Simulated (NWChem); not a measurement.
C$_{2}$HClF$_{2}$; SMILES F/C=C(\F)Cl

Computed with NWChem. Geometry: optimised at PBE0/def2-SVP.

For level B3PW91/def2-SVP:

| Quantity | Value |
|---|---|
| highest occupied level (eV) | -7.09 |
| orbital gap (eV) | 7.06 |
| dipole (D) | 1.42 |

Task: How do the values read with level Hartree-Fock/def2-SVP instead?

Result: 
* **highest occupied level (eV)**: -10.36
* **orbital gap (eV)**: 14.57
* **dipole (D)**: 1.92
